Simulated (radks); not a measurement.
Results of a calculation; reference values are marked as such.
Q: Mean orbital radii <r> (bohr) of neutral platinum, [Xe] 4f14 5d9 6s1, of relativity; Dirac values are averaged over j with weights 2j + 1. Spin-unpolarised spherical Kohn-Sham, PBE, point nucleus unless stated (finite: rms radius 5.427 fm), a radial shooting solver on a logarithmic mesh with Libxc functionals. A level marked "c x" has the speed of light scaled by that factor and shares open shells by 2j + 1; other Dirac levels either fill j = l - 1/2 first or share by 2j + 1.

shell  non-rel.
2p      0.06915
3s       0.2067
3p       0.1970
3d       0.1722
4s       0.4564
4p       0.4611
4d       0.4706
4f       0.5033
5s        1.053
5p        1.151
5d        1.652
6s        3.424

Give the values at the level "Dirac, 2j+1 shares, finite nucleus".

A: 
shell  Dirac, 2j+1 shares, finite nucleus  change of magnitude (%)
2p                                0.06468                    -6.45
3s                                 0.1866                    -9.75
3p                                 0.1871                    -5.04
3d                                 0.1704                    -1.03
4s                                 0.4150                    -9.08
4p                                 0.4405                    -4.47
4d                                 0.4684                    -0.47
4f                                 0.5168                    +2.67
5s                                 0.9536                    -9.48
5p                                  1.102                    -4.28
5d                                  1.702                    +3.04
6s                                  2.934                   -14.32
